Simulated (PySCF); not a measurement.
A calculated (UHF, PySCF 2.14, cc-pVDZ, no relativity, point nucleus) atom or ion has these occupied shells.

```json
{"shell": "1s", "electrons": "2", "orbital energy (eV)": "-154.24", "rms radius, mean of both spins (bohr)": "0.482"}
```

Task: Name the element and its charge.

Result: Be²⁺ (beryllium, charge +2), in 1s2, closed-shell 1S.
